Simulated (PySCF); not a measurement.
CH2NO, charge -1, multiplicity 1. Atoms are numbered in the order given.

```xyz
5

N      0.0906     1.2065     0.0000
C     -0.3638    -0.0376     0.0000
O      0.2407    -1.1603     0.0000
H      1.1261     1.1352     0.0000
H     -1.5033    -0.0722     0.0000
```
Charge -1, spin multiplicity 1.

Geometry optimised at PBE-D3(BJ)/def2-SVPD. The multiplicity is an assumed one; other spin states were not compared. The isomer is the one that the SMILES or the coordinates give; other isomers of the formula were not compared. Other conformers were not sampled.

Computed with PBE-D3(BJ)/def2-SVPD in PySCF.

Harmonic, unscaled wavenumbers; measured fundamentals usually lie a few per cent lower.

| mode | ν (cm⁻¹) | IR (km/mol) | moving atoms (share of kinetic energy) |
|---|---|---|---|
| 1 | 617 | 26.6 | O 31 %, H 27 %, C 24 %, N 19 % |
| 2 | 810 | 46.1 | H 60 %, C 20 %, N 16 % |
| 3 | 985 | 14.2 | H 73 %, C 26 % |
| 4 | 1136 | 32.4 | H 52 %, N 32 %, O 14 % |
| 5 | 1294 | 37.9 | H 39 %, C 30 %, O 24 % |
| 6 | 1327 | 7.1 | H 73 %, N 14 %, C 13 % |
| 7 | 1595 | 688.7 | C 68 %, O 15 %, N 14 % |
| 8 | 2657 | 376.7 | H 93 % |
| 9 | 3287 | 50.6 | H 94 % |
